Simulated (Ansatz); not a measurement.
System: CH₅SSi, charge 0, doublet. CH5SSi (SMILES CS[SiH2], doublet).
B3LYP-D3(BJ)/def2-TZVP minimum from Ansatz (an electronic-structure program):
```xyz
8

Si     1.1977    -0.3105     0.6954
S     -0.1958     0.3291    -0.7864
C     -1.7777    -0.1279     0.0143
H      2.5109     0.2340     0.2625
H      0.8186     0.2431     2.0287
H     -1.8604    -1.2081     0.1129
H     -2.5724     0.2349    -0.6340
H     -1.8660     0.3449     0.9904
```
Charge 0, spin multiplicity 2.

Atomisation energy term by term, kcal/mol (programs: Ansatz). Open shells are spin-unrestricted; no spin-orbit coupling. Correlated methods leave the cores frozen. Rows without X2C or -DK are non-relativistic. CBS(X,Y): correlation extrapolated as X^-3, Hartree-Fock from the larger set. A bracket is a step between two methods taken in the basis named. 'core' is core correlation in cc-pwCVTZ (1s frozen past Ne), 'X2C' scalar relativity in cc-pVTZ-DK, both at CCSD(T). Where a partner has so few electrons that a lower coupled-cluster level is exact, that level stands in.

| term | basis | kcal/mol |
|---|---|---|
| Hartree-Fock | cc-pV(Q+d)Z | 451.15 |
| CCSD correlation | CBS(cc-pV(T+d)Z,cc-pV(Q+d)Z) | 144.57 |
| (T) | CBS(cc-pV(T+d)Z,cc-pV(Q+d)Z) | 8.88 |
| CCSDT(Q) - CCSD(T) | cc-pV(D+d)Z | 0.57 |
| core correlation | cc-pwCVTZ | 1.21 |
| scalar relativity | X2C, cc-pVTZ-DK | -1.11 |
| sum: De |  | 605.3 |
